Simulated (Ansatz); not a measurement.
Reaction (redistribution): `CNB(C)O` + `[Cl][Sn][Br]` → `CNB(C)Cl` + `[OH][Sn][Br]`

Computed with Ansatz on PBE0-D4/def2-TZVP structures; ΔE is electronic, products minus reactants. CCSD(T)/CBS adds triple-zeta CCSD(T) − MP2 to the extrapolated MP2 energy (def2 sets, frozen cores). Functionals use def2-TZVPP. B3LYP here is the variant with VWN-RPA as its local correlation; programs differ in this. def2 core potentials past Kr. For Br, Sn outer-core shells are correlated without core-valence functions, which leaves a few kJ/mol of doubt a bond. Scalar relativity is left out up to krypton. Each species was taken in one conformer, which may not be the lowest.

Task: Is it downhill or uphill in electronic energy at CCSD(T)/CBS, and by how much? (Estimate.)

Result: Ansatz gave: Uphill: ΔE = +0.81 eV.

Task: What do these levels give: PBE-D4, PBE0-D4, B3LYP-D4, ωB97X-V, PBE, HF/def2-TZVPP, MP2/def2-TZVPP, SCS-MP2/def2-TZVPP, HF/def2-QZVPP, MP2/def2-QZVPP, SCS-MP2/def2-QZVPP, MP2/CBS(def2)? (Estimate.)

Result: Ansatz gave: PBE-D4 0.81, PBE0-D4 0.88, B3LYP-D4 0.90, ωB97X-V 0.83, PBE 0.83, HF/def2-TZVPP 1.06, MP2/def2-TZVPP 0.77, SCS-MP2/def2-TZVPP 0.79, HF/def2-QZVPP 1.06, MP2/def2-QZVPP 0.77, SCS-MP2/def2-QZVPP 0.79, MP2/CBS(def2) 0.77 eV.

Largest T1 diagnostic among the species: 0.015.

In def2-TZVPP, CCSD(T) changes the Hartree–Fock value by −0.26 eV (the triples alone add −0.04 eV) and MP2 by −0.30 eV. From PBE to PBE0 (25 % exact exchange), in def2-TZVPP and without D4, ΔE moves by +0.07 eV.
